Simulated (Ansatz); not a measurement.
Process, species as SMILES: [BH2] (BH2) → B atom + 2 H atom
B3LYP-D3(BJ)/def2-TZVP geometries, fixed; electronic energies without zero-point terms.
Largest species:
```
B
H 1 1.1869
H 1 1.1869 2 129.56
```
Charge 0, spin multiplicity 2.

Basis-set convergence of the atomisation energy at CCSD(T) with Ansatz (an electronic-structure program). All functions are spherical. Cores are frozen. Open shells are unrestricted. No added dispersion term, no relativity. Functions are those of the species that has most. Reference: Hartree-Fock in aug-cc-pVQZ plus the correlation part extrapolated as X^-3 from aug-cc-pVTZ and aug-cc-pVQZ, 169.35 kcal/mol, itself unsure by roughly 0.40 kcal/mol (a third of the extrapolation step and of the last Hartree-Fock step). Deviations are taken from unrounded values.

```
basis        functions  atomisation energy (kcal/mol)  minus reference (kcal/mol)
-----------  ---------  -----------------------------  --------------------------
STO-3G               7                         203.16                       33.80
pcseg-1             24                         161.51                       -7.84
def2-TZVP           43                         164.16                       -5.19
def2-TZVPD          55                         164.44                       -4.91
cc-pVTZ             58                         166.49                       -2.86
def2-TZVPPD         71                         166.97                       -2.39
aug-cc-pVTZ         92                         166.97                       -2.38
aug-cc-pVQZ        172                         168.48                       -0.87
cc-pV5Z            201                         168.80                       -0.55
```
